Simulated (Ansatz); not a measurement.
Consider the ligand exchange at a Ga–C bond: `O/[C]([GaH2])=N/[SiH3]` + `N=CO` → `O/C=[N]/[GaH2]` + `O/C=N/[SiH3]`.

Isolated molecules relaxed with PBE0-D4/def2-TZVP in Ansatz; ΔE leaves out vibrations. CCSD(T)/CBS is the MP2 limit (def2-TZVPP, def2-QZVPP) plus CCSD(T) − MP2 in def2-TZVPP, frozen cores. This one scheme is used for every species. Double bonds are as drawn, so ΔE can hold a change between cis and trans. Functionals use def2-TZVPP. B3LYP here is the variant with VWN-RPA as its local correlation; programs differ in this. For Ga outer-core shells are correlated without core-valence functions, which leaves a few kJ/mol of doubt a bond. Scalar relativity is left out up to krypton. One conformer a species, not always the lowest.

```csv
level,ΔE (kJ/mol),difference from CCSD(T)/CBS
PBE-D4,-31.2,1.9
r2SCAN-D4,-36.2,-3.1
PBE0-D4,-31.9,1.2
B3LYP-D4,-40.8,-7.7
ωB97X-V,-36.9,-3.8
ωB97M-V,-33.4,-0.3
B2PLYP,-46.2,-13.1
PBE,-36.2,-3.1
r2SCAN,-37.3,-4.2
PBE0,-36.2,-3.1
B3LYP,-49.1,-16.0
HF/def2-TZVPP,-59.7,-26.6
MP2/def2-TZVPP,-39.7,-6.6
SCS-MP2/def2-TZVPP,-43.6,-10.5
CCSD/def2-TZVPP,-37.7,-4.6
CCSD(T)/def2-TZVPP,-34.5,-1.4
HF/def2-QZVPP,-60.3,-27.2
MP2/def2-QZVPP,-39.1,-6.0
SCS-MP2/def2-QZVPP,-43.2,-10.1
HF/CBS(def2),-60.4,-27.3
MP2/CBS(def2),-38.3,-5.2
CCSD/CBS(def2),-36.3,-3.2
CCSD(T)/CBS,-33.1,0
```

Largest T1 diagnostic among the species: 0.016.

In def2-TZVPP, CCSD(T) changes the Hartree–Fock value by +25.2 kJ/mol (the triples alone add +3.2 kJ/mol) and MP2 by +20.0 kJ/mol. The D4 term adds +8.3 kJ/mol with B3LYP and +4.4 kJ/mol with PBE0; it sums over pairs of atoms, weighted by their polarisabilities, and B3LYP, whose exchange is more repulsive, gets the larger term.
